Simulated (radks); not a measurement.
The numbers below are computed, except where a source is named.
Trend from Rb to Xe: ionisation energy by Delta-SCF between NIST ground configurations, and size. Level of theory: scalar-relativistic Kohn-Sham, BLYP, spin-polarised, spherical densities, finite nucleus; open shells are filled with parallel spins first (spin-orbit coupling, left out, can overturn this in heavy ions); Fermi nuclear charge, rms radius of each element as measured or else 0.836 A^(1/3) + 0.57 fm (a radial shooting solver on a logarithmic mesh with Libxc functionals).

species	configuration	IE (eV)	NIST (eV)	kind
Rb	[Kr] 5s1	4.279	4.177	exp.
Sr	[Kr] 5s2	5.682	5.695	exp.
Zr	[Kr] 4d2 5s2	6.569	6.634	exp.
Nb	[Kr] 4d4 5s1	7.002	6.759	exp.
Mo	[Kr] 4d5 5s1	7.281	7.092	exp.
Tc	[Kr] 4d5 5s2	7.230	7.119	exp.
Ru	[Kr] 4d7 5s1	7.698	7.361	exp.
Rh	[Kr] 4d8 5s1	7.827	7.459	exp.
Pd	[Kr] 4d10	8.918	8.337	exp.
Ag	[Kr] 4d10 5s1	8.002	7.576	exp.
Cd	[Kr] 4d10 5s2	9.146	8.994	exp.
In	[Kr] 4d10 5s2 5p1	5.460	5.786	exp.
Sn	[Kr] 4d10 5s2 5p2	7.109	7.344	exp.
Sb	[Kr] 4d10 5s2 5p3	8.676	8.608	exp.
Te	[Kr] 4d10 5s2 5p4	8.732	9.010	exp.
I	[Kr] 4d10 5s2 5p5	10.468	10.451	exp.
Xe	[Xe]	12.192	12.130	exp.

Reference values: NIST Atomic Spectra Database (exp. = measured, semi-emp. = semi-empirical, theory = theoretical value adopted there). Open shells are spherical and high-spin; term and fine-structure splittings are not resolved. Spin-orbit splitting is averaged out at the scalar-relativistic level.
